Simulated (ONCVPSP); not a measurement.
**Before and after: ONCV potential for V (Z = 23)**

V, optimised norm-conserving Vanderbilt (ONCV), made with ONCVPSP 4.0.1 (PBE, scalar-relativistic). Core [Ar], reference 3d3 4s1 (charge +1). Waves: 4s: rc 2.25 bohr, ncon 4, nbas 9, qcut 3.3 1/bohr, 1 projector; p scattering state at 0.13 Ha: rc 2.35 bohr, ncon 3, nbas 7, qcut 4.2 1/bohr, 2 projectors, debl 0.4 Ha; 3d: rc 2.30 bohr, ncon 4, nbas 9, qcut 7 1/bohr, 2 projectors, debl 1.4 Ha. Local part: polynomial inside 2.25 bohr (lpopt 4, dvloc0 0 Ha). Core correction: Teter function, fcfact 3.5, rcfact 1.65.

In the p channel the program set the typed energies aside and used 0.050, 0.450 Ha.

Change: s: qcut 3.6; p: qcut 4.6; d: qcut 7.6.

Cutoffs: the cutoffs (Ha) at which the residual kinetic energy of the hardest occupied pseudo-wave falls to 1 and 0.1 mHa per electron; they do not see the model core or the augmentation charge, which bear on the density cutoff. Errors are all-electron minus pseudo energies relative to the spin-unpolarised reference configuration.

Predict the effect on cutoff, ghosts and configuration errors.

The potential gets harder (19 Ha and 21 Ha → 20 Ha and 23 Ha); both files keep a bound ghost (p); of the 4 tests that both files solve, the error grows in 2 and shrinks in 0 by more than 15 % and 0.3 meV (median size 94.4 → 114.3 meV).

```tsv
quantity	base	changed
cutoff, loose	19 Ha	20 Ha
cutoff, tight	21 Ha	23 Ha
loose cutoff by channel	s 3.4 Ha, d 19 Ha	s 3.4 Ha, d 20 Ha
bound ghosts	p	p
GHOST(+) flags under 300 eV	none	none
error for 3d3 4s2, meV [ΔE -7.74 eV]	-62	-63
error for 3d3 4s0, meV [ΔE 14.30 eV]	-110	-109
error for 3d2 4s0, meV [ΔE 43.19 eV]	-159	-193
error for 3d2 4s2 4p1, meV [ΔE -1.96 eV]	-79	-120
s: phases at 2.29 bohr within 0.05 rad from the reference energy up to (Ha; the scan ends near 5)	0.2	0.2
p: phases at 2.38 bohr within 0.05 rad from the reference energy up to (Ha; the scan ends near 5)	2.8	2.9
d: phases at 2.33 bohr within 0.05 rad from the reference energy up to (Ha; the scan ends near 5)	3.6	3.7
rms error of d²Exc/dni dnj with the model core, mHa	10.62	10.99
```

 A true bound ghost makes a file unfit for plane-wave use even where its test errors are small: the radial tests pick states by their node count and pass the ghost by.
